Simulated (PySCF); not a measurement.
Compound: C₅H₇BS.
InChI=1S/C5H7BS/c1-4-2-5(6)7-3-4/h2-3H,6H2,1H3

PySCF, density fitting, gas phase, GFN2-xTB geometry. The standard run uses grid level 2 after a coarse-grid start, the def2-universal JK fitting basis (with tight functions added where the orbital basis needs them), an energy threshold of 1e-9 Eh and DIIS. The changed runs have no coarse-grid stage.

Q: Standard PBE0/def2-SVPD: E = -617.089691 Eh, HOMO -7.168 eV, LUMO -2.020 eV, dipole 2.524 D, 14 cycles (coarse-grid cycles included). What changes at PBE0/def2-SVPD with: fitting basis def2-universal-jkfit?

A: E = -617.089692 Eh (-0.001 mEh), HOMO -7.168 eV (0.000), LUMO -2.020 eV (0.000), dipole 2.524 D (0.000), 11 SCF cycles. The result matches the standard run within 0.02 mEh and 0.003 eV.

Q: Standard PBE0/pcSseg-1: E = -617.311352 Eh, HOMO -7.171 eV, LUMO -2.007 eV, dipole 2.472 D, 14 cycles (coarse-grid cycles included). What changes at PBE0/pcSseg-1 with: fitting basis def2-universal-jkfit?

A: E = -617.311372 Eh (-0.020 mEh), HOMO -7.171 eV (0.000), LUMO -2.007 eV (0.000), dipole 2.472 D (0.000), 11 SCF cycles. The result matches the standard run within 0.02 mEh and 0.003 eV.

Q: What changes at PBE0/pcSseg-1 with: fitting basis def2-universal-jkfit?

A: E = -617.311372 Eh (-0.020 mEh), HOMO -7.171 eV (0.000), LUMO -2.007 eV (0.000), dipole 2.472 D (0.000), 11 SCF cycles. The result matches the standard run within 0.02 mEh and 0.003 eV.
